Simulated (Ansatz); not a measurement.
pyrrole (C4H5N), singlet, at a GFN2-xTB geometry; HSE06/def2-SV(P) in Ansatz (a program for electronic structure).

Here is a job for Ansatz.
Ansatz 0.2 input:
```yaml
crystal:
  periodic: [false, false, false]
  atoms:
    - {symbol: H, position_ang: [0.02331855, -0.00569419, 2.12133513]}
    - {symbol: N, position_ang: [0.01225989, -0.00299376, 1.11530690]}
    - {symbol: C, position_ang: [-0.00104268, 1.10746771, 0.33287593]}
    - {symbol: C, position_ang: [0.00829435, -1.10923850, 0.32682311]}
    - {symbol: C, position_ang: [-0.01369937, 0.70723215, -0.97433836]}
    - {symbol: C, position_ang: [-0.00776355, -0.70199109, -0.97818631]}
    - {symbol: H, position_ang: [-0.00054049, 2.09153871, 0.75876769]}
    - {symbol: H, position_ang: [0.01709616, -2.09558146, 0.74733455]}
    - {symbol: H, position_ang: [-0.02586159, 1.34596924, -1.83515419]}
    - {symbol: H, position_ang: [-0.01456440, -1.33609757, -1.84247771]}
basis:
  gaussian:
    orbitals: def2-SV_P_.json
hamiltonian:
  xc: hse06
```
The basis file holds def2-SV(P) in the JSON format of the Basis Set Exchange.

Output, abridged:

```
Functional definition: HSE06
891 factors; integrals over basis functions are off by at most 1.8e-3 eV
108 factors; integrals over basis functions are off by at most 2.4e-7 eV
mean field evaluation 1: about -5700.3928 eV, gradient 5.1e1 eV
mean field evaluation 2: about -5697.7264 eV, gradient 6.2e1 eV
mean field evaluation 4: about -5707.1590 eV, gradient 4.6e0 eV
mean field evaluation 8: about -5707.5059 eV, gradient 2.9e-1 eV
mean field evaluation 16: about -5707.5061 eV, gradient 5.6e-5 eV
mean field -5707.50609639 eV, -209.7469803556 hartree, gradient 5.3e-5 eV, S^2 0.000000; 0 other end points of the search recorded, 0 dependent functions left out
reference -5707.50612744 eV, -209.7469814967 hartree; 18, 18 occupied and 62, 62 virtual orbitals, 891 factors
Total energy: -5707.50612744 eV, -209.7469814967 hartree
```
